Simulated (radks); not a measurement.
Cs XLVI, configuration [Ne]. Calculated with a radial shooting solver on a logarithmic mesh with Libxc functionals: scalar-relativistic Kohn-Sham, LDA (Slater exchange, VWN5 correlation), spin-polarised, spherical densities, finite nucleus; Fermi nuclear charge, rms radius 4.8041 fm.

Normalised radial functions P(r) = r R(r), r in bohr:

```
   r/bohr * 2p (the largest magnitude, 3.15, reaches the edge; | marks zero)
 0.001952 *
 0.002148 *
 0.002365 |*
 0.002603 |*
 0.002865 |*
 0.003154 |*
 0.003472 |*
 0.003821 |*
 0.004207 |*
  0.00463 | *
 0.005097 | *
  0.00561 | *
 0.006176 |  *
 0.006798 |  *
 0.007483 |   *
 0.008237 |    *
 0.008995 |    *
 0.009901 |     *
   0.0109 |      *
    0.012 |        *
  0.01321 |         *
  0.01454 |          *
    0.016 |            *
  0.01761 |              *
  0.01939 |                *
  0.02134 |                   *
  0.02349 |                      *
  0.02586 |                        *
  0.02846 |                            *
  0.03133 |                               *
  0.03449 |                                  *
  0.03796 |                                      *
  0.04146 |                                         *
  0.04563 |                                            *
  0.05023 |                                               *
  0.05529 |                                                  *
  0.06086 |                                                    *
    0.067 |                                                     *
  0.07375 |                                                      *
  0.08118 |                                                      *
  0.08936 |                                                    *
  0.09836 |                                                  *
   0.1083 |                                               *
   0.1192 |                                           *
   0.1312 |                                      *
   0.1444 |                                 *
    0.159 |                           *
    0.175 |                      *
   0.1911 |                 *
   0.2103 |             *
   0.2315 |         *
   0.2548 |      *
   0.2805 |   *
   0.3088 |  *
   0.3399 |*
   0.3741 |*
```

2p: eigenvalue -7994.4 eV, 0 radial nodes, <r> = 0.0960 bohr, 90 % of the charge inside 0.155 bohr.
